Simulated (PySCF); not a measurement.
**Excitation energy of S by level of theory**

S [Ne] 3s2 3p4 (3P) → S [Ne] 3s1 3p4 3d1 (high-spin determinant), as a difference of total energies. Computed with PySCF 2.14 in aug-cc-pwCVTZ, with the non-relativistic Hamiltonian (point nucleus). Correlated levels: nothing frozen. The calculations carry no spin-orbit coupling.

```tsv
method	excitation energy (eV)
UHF	18.323
MP2 (all electrons)	18.949
SCS-MP2 (all electrons)	19.109
CCSD (all electrons)	18.529
CCSD(T) (all electrons)	18.310
```

The upper state lies above the first ionisation limit, where it may autoionise and the basis confines it.

The promoted electron is Rydberg-like, and one or two diffuse shells describe it only roughly, which tends to raise the upper state.

The coupled-cluster amplitudes are large for the upper state (T1 above 0.03 or a double amplitude above 0.15), so a single reference is strained.

The determinant of the upper state mixes LS terms, which raises its energy above the lowest term, most at the Hartree-Fock and MP2 levels.
